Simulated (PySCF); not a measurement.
Compound: C₂H₆AlFO₂.
Bonds: C1–O2, O2–Al3, Al3–F4, Al3–O5, O5–C6. Hydrogens: H7, H8, H9 on C1; H10, H11, H12 on C6.

Computed by this run: PBE0-D3(BJ)/def2-SVP geometry optimisation, gas phase (PySCF); density fitting, grid level 1; the optimiser is geomeTRIC in internal coordinates, started from a GFN2-xTB structure with every atom displaced at random (about 0.01 Å).

At the end of the run (lengths in Å): O2–Al3 1.679, C1–H7 1.104, C1–H9 1.104, C6–H10 1.104, C1–O2 1.390, Al3–F4 1.656, Al3–O5 1.677, C1–O2–Al3 139.7°, Al3–O5–C6 138.0°, F4–Al3–O5 117.8°, O2–Al3–F4 120.9°, C1–O2–Al3–F4 2°, O2–Al3–O5–C6 -3°, H7–C1–O2–Al3 -122°.

Task: These geometries were met on the way; a selection of coordinates is given. Order them by energy above the end point, lowest first.
A. O2–Al3 1.674, C1–H7 1.113, C1–H9 1.108, C6–H10 1.110, C1–O2 1.376, Al3–F4 1.659, Al3–O5 1.672, C1–O2–Al3 152.0°, Al3–O5–C6 144.2°, F4–Al3–O5 117.9°, O2–Al3–F4 120.6°, C1–O2–Al3–F4 -2°, O2–Al3–O5–C6 0°, H7–C1–O2–Al3 -137°
B. O2–Al3 1.637, C1–H7 1.071, C1–H9 1.080, C6–H10 1.082, C1–O2 1.385, Al3–F4 1.642, Al3–O5 1.664, C1–O2–Al3 158.5°, Al3–O5–C6 153.6°, F4–Al3–O5 112.7°, O2–Al3–F4 125.3°, C1–O2–Al3–F4 -1°, O2–Al3–O5–C6 -1°, H7–C1–O2–Al3 -136°
C. O2–Al3 1.670, C1–H7 1.100, C1–H9 1.103, C6–H10 1.102, C1–O2 1.389, Al3–F4 1.655, Al3–O5 1.677, C1–O2–Al3 143.5°, Al3–O5–C6 138.3°, F4–Al3–O5 116.9°, O2–Al3–F4 120.8°, C1–O2–Al3–F4 -3°, O2–Al3–O5–C6 1°, H7–C1–O2–Al3 -137°

Result: C (0.007 eV), A (0.028 eV), B (0.142 eV).

```csv
step,E above end (eV),"rms distance from the end, all atoms (Å)",largest force (eV/Å),rms shift of all bonds from the end (Å)
5,0.007,0.159,0.216,0.003
1,0.028,0.175,0.464,0.007
0,0.142,0.224,1.890,0.020
```

Rows stand in the order of the answer.
